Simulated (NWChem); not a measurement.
System: BiH₃O; SMILES [OH][BiH2]

Program: NWChem. The geometry was optimised at PBE0/def2-SVP. def2 effective core potentials on Bi; no spin-orbit coupling. Field at 589 nm.

Q: Among these, which level gives the lowest value of “anisotropy (bohr³)”?
A. B3LYP/def2-SVP
B. B3LYP/def2-TZVPD
C. B3LYP/def2-SVPD

A: A, B3LYP/def2-SVP. Values: B3LYP/def2-SVP 2.9; B3LYP/def2-SVPD 3.9; B3LYP/def2-TZVPD 3.9
